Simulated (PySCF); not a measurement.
Levels of Au(50+) from EOM-EA-GCCSD

Reference: closed-shell Au(51+), [Ar] 3d10; one electron is added. Calculated with PySCF 2.14, two-component X2C-1e with screened spin-orbit coupling, an uncontracted even-tempered set (18 s from 4.7 bohr⁻², ratio 2.6; 15 p from 6.2 bohr⁻², ratio 2.6; 10 d from 6.2 bohr⁻², ratio 2.6; 5 f from 6.3 bohr⁻², ratio 2.8); frozen [Ar]; the 98 highest virtual spinors dropped; of the others 70 kept and the rest restored at second order. No Breit or QED terms. Binding energies in eV.

```json
{"level": "4s1/2", "Koopmans": "2936.2", "second order": "2937.7", "EOM-CCSD": "2937.7"}
{"level": "4p1/2", "Koopmans": "2824.8", "second order": "2826.2", "EOM-CCSD": "2826.2"}
{"level": "4p3/2", "Koopmans": "2676.6", "second order": "2677.9", "EOM-CCSD": "2677.8"}
```

Electric-dipole lines between these computed levels:

```json
{"lower": "4s1/2", "upper": "4p1/2", "ΔE (eV)": "111.47", "vacuum wavelength (nm)": "11.12"}
{"lower": "4s1/2", "upper": "4p3/2", "ΔE (eV)": "259.83", "vacuum wavelength (nm)": "4.772"}
```

For comparison, the ionisation energy of Au(50+) is 2941 ± 1 eV (semi-empirical (NIST evaluation); NIST Atomic Spectra Database, ionization energies).
